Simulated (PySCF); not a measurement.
Excitations are Tamm–Dancoff values on a coarser integration grid. The basis has no diffuse functions, so Rydberg states are missing or too high.

Cartesian coordinates (Å):
SMILES: C=[SiH]S
```xyz
7

C     -1.0960    -0.4110     0.3317
Si     0.2120     0.6497     0.1474
S      2.0466     0.2441    -0.8128
H     -1.9873    -0.0753     0.8494
H     -1.1092    -1.4278    -0.0393
H      0.2342     2.0363     0.6516
H      1.6995    -1.0161    -1.1279
```
Charge 0, spin multiplicity 1.

Task: What T1 excitation (TDA), S1 excitation (TDA), total energy, LUMO, HOMO, dipole moment, S1 oscillator strength and brightest of the four lowest singlets (TDA) does PBE0-D3(BJ)/def2-TZVP (PySCF) give?

Result: 
```
Quantity                                           Result
-------------------------------------------  ------------
T1 excitation (TDA)                               2.86 eV
S1 excitation (TDA)                               4.88 eV
total energy                                 -727.8987 Ha
LUMO                                             -0.86 eV
HOMO                                             -6.29 eV
dipole moment                                      0.45 D
S1 oscillator strength                              0.010
brightest of the four lowest singlets (TDA)       5.35 eV
```
